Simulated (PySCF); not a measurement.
# Cr²³⁺ (chromium, charge +23) across methods

1s1, 2S determinant. Calculation: PySCF 2.14, in an even-tempered Gaussian basis (15 s from 22 bohr⁻², ratio 2.2; 7 p from 34 bohr⁻², ratio 2.4; 4 d from 100 bohr⁻², ratio 2.4; 3 f from 150 bohr⁻², ratio 2.4; 3 g from 230 bohr⁻², ratio 2.4); the non-relativistic Hamiltonian (point nucleus).

| method | E (hartree) | mean ε 1s α (eV) | Σ⟨r²⟩ (bohr²) | ⟨S²⟩ |
| --- | --- | --- | --- | --- |
| MN15 | -287.989 | -7675.7 | 0.005260 | 0.750 |
| PBE0 | -287.888 | -7722.1 | 0.005221 | 0.750 |
| TPSSh | -288.000 | -7710.0 | 0.005215 | 0.750 |
| UHF | -287.99987 | -7836.9 | 0.005208 | 0.750 |
| LDA | -286.996 | -7664.3 | 0.005239 | 0.750 |
| r2SCAN | -288.000 | -7701.9 | 0.005215 | 0.750 |

(1) Estimate the same row for PBE.

For one electron the Hartree and exchange-correlation energies should cancel; what remains is the self-interaction error.

Answers

(1) E (hartree) = -287.849; mean ε 1s α (eV) = -7683.8; Σ⟨r²⟩ (bohr²) = 0.005225; ⟨S²⟩ = 0.750.
